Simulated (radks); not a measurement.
The numbers below are computed, except where a source is named.
Task: These are the eigenvalues of the occupied orbitals of an atom or ion with whole-number occupations (Ry). Level of theory: scalar-relativistic Kohn-Sham, LDA (Slater exchange, Perdew-Wang correlation), spin-polarised, spherical densities, finite nucleus; Fermi nuclear charge, rms radius of each element as measured or else 0.836 A^(1/3) + 0.57 fm (a radial shooting solver on a logarithmic mesh with Libxc functionals).

1s up: -38.93324
1s down: -38.74783
2s up: -3.02861
2s down: -2.61864
2p up: -1.94261

Which element is it, and in what charge state? The configuration may be excited. Open shells, if any, are filled with parallel spins first.

Result: Z = 8, oxygen, charge +1: O+ in [He] 2s2 2p3. The list shows which subshells hold electrons but not how many an open one holds; the 1s level, -19.467 hartree, gives Z - s = 6.2 by -(Z - s)^2/2, which with screening and relativity narrows Z to a few neighbours, and the depths of the outer levels then fix element, charge and occupations together.
